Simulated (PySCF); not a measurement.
**A survey of 29Si NMR shifts**

Theoretical values (PySCF): PBE0/pcSseg-1 with gauge-including orbitals, coordinates at the GFN2-xTB level. Non-relativistic, one conformer, gas phase, averaged over atoms made equivalent by symmetry, fast rotation or ring inversion.

Shieldings were converted by a linear fit to measured shifts: 29Si: δ = 279.94 − 0.822σ (rms 8.9 ppm, 72 shifts, 25.8 ppm with the 6 outliers that the fit left out vs TMS, solution or neat liquid). A few per cent of atoms miss by over 2 rms, more outside the fitted compound classes.

**Question.** Give the 29Si shifts of `O=C(/C=C/F)CC[SiH3]`, `FCOC1=CC[SiH2]C1`, `FC[SiH2]O[C@]12C[C@H]1C2`, `C[SiH2]C(F)=C1COC1`.

**Answer.** 
```tsv
compound	environment	δ (ppm)
O=C(/C=C/F)CC[SiH3]	silicon bonded to C, 3 H	-65.4
FCOC1=CC[SiH2]C1	silicon bonded to 2 C, 2 H, in a 5-membered ring	-34.8
FC[SiH2]O[C@]12C[C@H]1C2	silicon bonded to C, O, 2 H	-28.5
C[SiH2]C(F)=C1COC1	silicon bonded to 2 C, 2 H	-52.5
```

**Question.** Match the shifts -29.4, -48.5, -65.7 ppm to `FC(C[SiH3])=C1COC1`, `N[SiH](N)Cc1cccs1`, `CC[SiH2]/C(F)=C\C=O`.

**Answer.** -29.4: N[SiH](N)Cc1cccs1 (silicon bonded to C, 2 N, H); -48.5: CC[SiH2]/C(F)=C\C=O (silicon bonded to 2 C, 2 H); -65.7: FC(C[SiH3])=C1COC1 (silicon bonded to C, 3 H).
